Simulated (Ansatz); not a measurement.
Reaction (formal loss of a carbene): `FC(F)C(F)C(F)(F)C(F)F` → `FC(F)C(F)C(F)(F)F` + `[CH]F`

Program: Ansatz. Geometries: PBE0-D4/def2-TZVP. ΔE: electronic, gas phase. CBS: MP2 limit from def2 TZ/QZ plus the TZ coupled-cluster correction, frozen cores. This one scheme is used for every species. DFT in def2-TZVPP. B3LYP here is the variant with VWN-RPA as its local correlation; programs differ in this. One conformer a species, not always the lowest.

`FC(F)C(F)C(F)(F)C(F)F`:

Z-matrix (Å, degrees):
```
C
F 1 1.357
C 1 1.520 2 109.5
F 1 1.345 2 107.9 3 -118.2
H 1 1.093 2 109.1 3 123.6
F 3 1.366 1 106.9 2 178.1
C 3 1.530 1 114.0 2 59.1
H 3 1.094 1 109.5 2 -63.6
F 7 1.355 3 109.7 1 50.3
F 7 1.343 3 107.9 1 167.7
C 7 1.537 3 115.2 1 -71.0
F 11 1.350 7 108.8 3 -51.5
F 11 1.342 7 108.5 3 -169.5
H 11 1.091 7 112.1 3 69.7
```

`FC(F)C(F)C(F)(F)F`:

```xyz
11

F    -0.672    1.547    1.719
C    -0.715    0.404    1.000
F    -0.560   -0.628    1.849
C     0.413    0.437   -0.022
F     1.617    0.400    0.607
C     0.344   -0.709   -1.027
F     1.296   -0.571   -1.947
F    -0.842   -0.678   -1.649
F     0.487   -1.899   -0.460
H    -1.695    0.328    0.519
H     0.327    1.370   -0.590
```

`[CH]F`:

Cartesian coordinates in Å:
```
C -0.292 -0.120 0.400
F 0.924 0.324 0.272
H -0.631 -0.204 -0.671
```

```csv
level,ΔE (kJ/mol),difference from CCSD(T)/CBS
LDA (SPW92),420.6,68.1
r2SCAN-D4,372.5,20.0
B3LYP-D4,350.4,-2.1
ωB97X-V,359.7,7.2
B3LYP,337.5,-15.0
r2SCAN0,372.8,20.3
BHLYP,346.5,-6.0
HF/def2-TZVPP,301.8,-50.7
SCS-MP2/def2-QZVPP,356.5,4.0
MP2/CBS(def2),376.7,24.2
CCSD(T)/CBS,352.5,0
```

Q: What do rigid-rotor, harmonic-oscillator terms from PBE0-D4/def2-TZVP frequencies (298.15 K, 1 bar) make of the CCSD(T)/CBS value? (Best estimate.)

A: Ansatz gave: ΔZPE = -22.1 kJ/mol, ΔH = +334.8 kJ/mol, ΔS = 178 J/(mol·K), ΔG = +281.8 kJ/mol. Modes under 50 cm⁻¹ make the entropy rough.

Largest T1 diagnostic among the species: 0.018.

The D4 term adds +12.9 kJ/mol with B3LYP and +7.2 kJ/mol with PBE0; it sums over pairs of atoms, weighted by their polarisabilities, and B3LYP, whose exchange is more repulsive, gets the larger term. From PBE to PBE0 (25 % exact exchange), in def2-TZVPP and without D4, ΔE moves by +8.1 kJ/mol. Leaving LDA and LC-ωPBE aside and taking each functional with its dispersion term where it has one, the values, not all of them listed here, spread over 36.2 kJ/mol, from BLYP-D4 to r2SCAN0-D4. LDA lies +63.6 kJ/mol from PBE without D4.
